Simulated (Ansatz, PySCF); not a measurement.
Species: SiCl, charge 0, multiplicity 2. SMILES: [Si]Cl
Geometry: optimised at B3LYP-D3(BJ)/def2-TZVP (Ansatz, an electronic-structure program).

Wanted: atomisation energy, in kcal/mol. Conventions: atomisation electronic, to ground-state atoms; LANL2DZ with its own core potentials from Na on; spin-orbit terms left out; 6-311+G** with 5d, 6d on Na to Ar in Ansatz; frozen cores in correlated levels; six Cartesian d functions in 6-31G* and its kin unless marked 5d; non-relativistic; UHF or UKS for open shells. Basis-set limits of correlation are two-point, X^-3; Hartree-Fock from the larger set (for Q and 5 zeta extrapolated as (X+1)exp(-9√X)). Ab initio and DFT rows: single points at B3LYP-D3(BJ) geometries (Ansatz).

Coupled cluster (Ansatz) is a level with limits of its own, used here on species with T1 under 0.025 (0.045 for open shells) and stable references: CCSD(T)/CBS(cc-pV(Q+d)Z,cc-pV(5+d)Z).

Value to compare with, CCSD(T)/CBS(cc-pV(Q+d)Z,cc-pV(5+d)Z) (Ansatz): 102.8 kcal/mol.

```
level               program  atomisation energy (kcal/mol)  difference
------------------  -------  -----------------------------  ----------
HF/6-311+G**         Ansatz                           65.8       -37.0
PBE/STO-3G           Ansatz                          137.3        34.5
PBE/LANL2DZ          Ansatz                           84.3       -18.5
B3LYP/STO-3G         Ansatz                          129.8        27.0
B3LYP/3-21G          Ansatz                           80.3       -22.5
B3LYP/6-31G*         Ansatz                           96.1        -6.7
M06-2X/6-311+G**      PySCF                           99.5        -3.3
wB97X-V/def2-TZVPD   Ansatz                          103.7         0.9
```

Among the 7 habitual levels, HF/6-311+G** lies farthest from CCSD(T)/CBS(cc-pV(Q+d)Z,cc-pV(5+d)Z) (Ansatz) (-37.0 kcal/mol) and M06-2X/6-311+G** nearest (-3.3); 2 of 7 lie above it, and their mean absolute difference is 21.4 kcal/mol, the median 22.5. One case shows no general order.

The levels are drawn from those run, B3LYP/6-31G* more often than the rest, none by its result; runs whose electronic state is in doubt are left out.
